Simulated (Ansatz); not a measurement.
Consider the atomization: `[OH][In]([Cl])[Cl]` → 2 Cl• + H• + In• + O•.

Program: Ansatz. Geometries: PBE0-D4/def2-TZVP. ΔE: electronic, gas phase. CBS: MP2 limit from def2 TZ/QZ plus the TZ coupled-cluster correction, frozen cores. This one scheme is used for every species, atoms too. DFT in def2-TZVPP. B3LYP here is the variant with VWN-RPA as its local correlation; programs differ in this. No spin–orbit coupling; open shells (•) take unrestricted orbitals. Spin–orbit coupling would lower the free atoms: a little for Cl, O; strongly for In. Elements past krypton have def2 core potentials. For In outer-core shells are correlated without core-valence functions, so the limit isn't a true one: a few kJ/mol of doubt a bond, and 10 to 20 or more in all where bonds break to atoms. One conformer a species, not always the lowest.

CCSD(T)/CBS gives +15.03 eV.

**Question.** Another level gave +14.93 eV. Which?
A. CAM-B3LYP-D4/def2-TZVPP
B. ωB97X-V/def2-TZVPP
C. B3LYP-D4/def2-TZVPP
D. BLYP/def2-TZVPP

**Answer.** B. ωB97X-V 14.93, CAM-B3LYP-D4 14.56, B3LYP-D4 14.35, BLYP 14.16 eV.

Largest T1 diagnostic among the species: 0.015.

From BLYP to BHLYP (50 % exact exchange), in def2-TZVPP and without D4, ΔE moves by −0.55 eV: exact exchange takes away binding that semilocal exchange gives to molecules. At CCSD(T), def2-SVP lies −1.61 eV from the extrapolated value and def2-TZVPP −0.67 eV: correlation converges slowly with the basis, and small sets miss more of it in the bonded molecule than in its fragments. The D4 term adds +0.20 eV with B3LYP and +0.11 eV with PBE0; it sums over pairs of atoms, weighted by their polarisabilities, and B3LYP, whose exchange is more repulsive, gets the larger term.

For atomizations the MP2-based limit and the directly extrapolated one differ by several kJ/mol either way, and by 10 to 25 for some Ge, Se and Sn compounds, so smaller differences from it don't rank the levels.
